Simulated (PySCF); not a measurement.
From computed data to an observable: dipole moment from atomic charges

Cl3H2NSi, SMILES Cl[Si](Cl)(N)Cl. Atoms are numbered in the order given.

```xyz
7

N      1.9560     0.2823     0.0000
Si     0.2761     0.0324     0.0000
Cl    -0.5037     0.8942     1.6964
Cl    -0.5037     0.8942    -1.6964
Cl    -0.3197    -1.9486     0.0000
H      2.5007     0.1462     0.8457
H      2.5007     0.1462    -0.8457
```

The structure is a stationary point at B3LYP-D3(BJ)/def2-SVP. One conformer was computed; it need not be the lowest.

Charges (e) from PBE/def2-TZVP (PySCF):

| atom | ESP fit | Mulliken |
|---|---|---|
| N1 | -0.800 | -0.537 |
| Si2 | 0.190 | 0.618 |
| Cl3 | -0.044 | -0.187 |
| Cl4 | -0.044 | -0.187 |
| Cl5 | -0.085 | -0.191 |
| H6 | 0.391 | 0.242 |
| H7 | 0.391 | 0.242 |

The dipole moment of the full density is 2.46 D.

What dipole moment does each set of point charges give, and which comes closer to that of the density?


μ = Σ q r, and 1 e Å = 4.8032 D.
ESP fit: Σ q r = (0.515, -0.018, 0.000) e Å, |μ| = 2.47 D.
Mulliken: Σ q r = (0.580, -0.023, 0.000) e Å, |μ| = 2.79 D.
ESP fit comes closer in size. Point charges leave out the atoms' own dipoles (lone pairs, polarised bonds); fits to the potential absorb them, partitions of the density don't.
